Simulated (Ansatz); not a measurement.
Basis-set extrapolation for CH₅ClOSi (`OC([SiH3])Cl`) (PBE0-D4/def2-TZVP geometry, frozen core, the Gaussian-basis code of Ansatz). Multiplicity 1, RHF reference.

|  | def2-TZVPP | def2-QZVPP |
| --- | --- | --- |
| HF | -864.130607 | -864.157916 |
| MP2 correlation | -0.729442 | -0.789543 |
| CCSD(T) correlation | -0.806070 | not run |

Energies in hartree. Use E(X) = E(∞) + A·exp(−7.88·√X) for Hartree–Fock and E(X) = E(∞) + B·X^(−2.97) for correlation, with X = 3 and 4, and add CCSD(T) minus MP2 of the smaller set to the MP2 limit.

Task: What is the CCSD(T) energy at the basis-set limit?

Result: HF limit: -864.157916 + (-0.027309) × 0.13774 = -864.16168. MP2 limit: -0.789543 + (-0.060101) × 0.74074 = -0.83406. Higher-order term: -0.806070 − (-0.729442) = -0.07663. Total: -865.07237 hartree, 356.3 kJ/mol below CCSD(T)/def2-TZVPP.
